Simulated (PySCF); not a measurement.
**C7H13NSi: full NMR table**

| Item | Value |
| --- | --- |
| Formula | C7H13NSi |
| SMILES | C=C(C)/C=N/[SiH2]C(=C)C |
| InChI | InChI=1S/C7H13NSi/c1-6(2)5-8-9-7(3)4/h5H,1,3,9H2,2,4H3/b8-5+ |
| Point group of the computed structure | C1 |
| Degrees of unsaturation | 3 |
| Carbon signals | 7 |
| Proton signals | 8 |

Bonds (- single, = double, # triple, : aromatic): C1=C2, C2-C3, C2-C4, C4=N5, N5-Si6, Si6-C7, C7=C8, C7-C9. C1 carries H10, H11; C3 carries H12, H13, H14; C4 carries H15; Si6 carries H16, H17; C8 carries H18, H19; C9 carries H20, H21, H22. Stereochemistry as in C=C(C)/C=N/[SiH2]C(=C)C. H11 is cis to C3; H18 is cis to Si6; H10 is trans to C3; H19 is trans to Si6.

Level of theory: structure optimised with GFN2-xTB, shieldings: GIAO PBE0/pcSseg-1, in PySCF 2.14 (gas phase, one computed conformer, averaged over atoms made equivalent by symmetry, fast rotation or ring inversion, non-relativistic).

References, each an isolated molecule treated in the same way: 1H (σref 31.72), 13C (σref 186.93), 29Si (σref 349.16) against TMS; NH3 for 15N (σref 267.73).

| carbon | δC, type | δH (multiplicity) | HMBC from (2–3 bonds) | span of the C tensor (ppm) |
| --- | --- | --- | --- | --- |
| C1 | 135.4, CH2 | H10 5.80 (br s); H11 6.33 (br s) | H15, H12/H13/H14 | 213 |
| C2 | 156.4, C | – | H15, H11, H10, H12/H13/H14 | 239 |
| C3 | 20.9, CH3 | 2.03 (s) | H15, H11, H10 | 23 |
| C4 | 178.8, CH | 8.88 (s) | H11, H10, H16/H17, H12/H13/H14 | 185 |
| C7 | 149.4, C | – | H19, H18, H16/H17, H20/H21/H22 | 247 |
| C8 | 134.8, CH2 | H18 5.51 (br s); H19 6.17 (br s) | H16/H17, H20/H21/H22 | 214 |
| C9 | 25.9, CH3 | 2.08 (s) | H19, H18, H16/H17 | 39 |

Other nuclei:
```
  atoms  nucleus                           environment  δ (ppm)  σ (ppm)
H16/H17       1H  hydrogen on a silicon bonded to C, N     5.29    26.43
    Si6     29Si           silicon bonded to C, N, 2 H    -45.1    394.3
     N5      15N                        imine nitrogen    380.7   -113.0
```

1. Carbon types of the structure: 2 × C, 1 × CH, 2 × CH2, 2 × CH3, leaving 2 H on heteroatoms.
2. δC 178.8: C=N carbon.
3. δC 156.4, 149.4: fully substituted alkene carbon; the olefinic region.
4. δC 135.4, 134.8: terminal =CH2 carbon; an sp2 carbon of a C=C bond.
5. δH 8.88: hydrogen on a C=N carbon.
6. δH 6.33, 6.17, 5.80, 5.51: hydrogen on a terminal =CH2 carbon; olefinic region.

Shifts are as computed. Against solution values, carbons near 30 ppm lie about +3 ppm off and those near 130 ppm about +5 ppm. Of 1309 compounds with measured shifts, 239 miss one by over three times the rms of a fit or turn the order of signals round; such compounds aren't used in these exercises. Experimental scales use liquid or dissolved standards, which lie at an offset from isolated NH3 (liquid NH3: subtract about 20 ppm). Unscaled 15N shifts of sp2 nitrogen come out 20 to 40 ppm too high even then. No couplings were computed; multiplicities are counted from neighbouring protons, with m where these are inequivalent, close in shift, in a saturated or five-membered ring or joined by F or P, and br s for small geminal =CH2 splittings.
